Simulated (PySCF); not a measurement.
**Structure elucidation problem**

The spectra below were simulated for a compound C6H8BF3O3.

¹H NMR (400 MHz, computed): δ 7.38 (s, 1H), 3.69 (s, 3H), 3.62 (br, 2H), 3.05 (q, J = 9.7 Hz, 2H).

¹³C{¹H} NMR (computed): δ 167.6 (C, q, J = 2.5 Hz), 156.3 (CH), 140.2 (C), 129.2 (C, q, J = 346.0 Hz), 56.9 (CH3), 39.9 (CH2, q, J = 32.7 Hz).

[PySCF 2.14: J couplings at B3LYP/pcJ-1 (spin–dipole term only in couplings to heteroatoms); coordinates at the PBE0-D3(BJ)/def2-SVP level; GIAO KT2/pcSseg-1 shieldings; no solvent model; one conformer; no relativistic terms; fast rotation and ring inversion assumed for equivalent nuclei]

Scale: ¹H and ¹³C vs TMS (reference shieldings calculated alike).

Deduce the structure.

## Answers


1. 6 carbon signals for 6 carbons: no two carbons are equivalent.
2. Carbon types of the structure: 3 × C, 1 × CH, 1 × CH2, 1 × CH3, leaving 2 H on heteroatoms.
3. δC 167.6, 140.2: alkene carbon bearing oxygen; an sp2 carbon further deshielded by the attached heteroatom.
4. δC 156.3: aldehyde carbonyl carbon.
5. δC 129.2: CF3 carbon; 3 electronegative neighbours deshield it.
6. δC 56.9: methyl carbon bonded to O; pulled downfield by the heteroatom.
7. δC 39.9: allylic sp3 CH2; saturated and bonded to C and H only.
8. δH 3.69: hydrogen on a methyl carbon bonded to O; its carbon carries O, which withdraws density.
9. δH 3.05: hydrogen on an allylic sp3 CH2; allylic position.

These data were computed for SMILES COC1=C(CC(F)(F)F)O[BH2-][O+]=C1.

The data come from this structure; uniqueness wasn't tested.

Hydrogens on boron are broadened and split by ¹¹B (spin 3/2, 80 %) and 10B (spin 3). C–F couplings over four or more bonds (about 3 Hz to the para carbon of a fluoroarene) are left out. Common functionals overestimate the size of one-bond C–F couplings by tens of Hz; these are unscaled. Multiplet labels drop couplings under 1 Hz and merge nearly equal ones. Shifts are as computed. Against solution values, carbons near 30 ppm lie about +2 ppm off and those near 130 ppm about -5 ppm (rms about the fit 1.2 ppm; single classes can miss by 10 ppm). Of 1328 compounds with measured shifts, 309 miss one by over three times the rms of a fit or turn the order of signals round; such compounds aren't used in these exercises. Signals without a measured value on file couldn't be tested in this way.
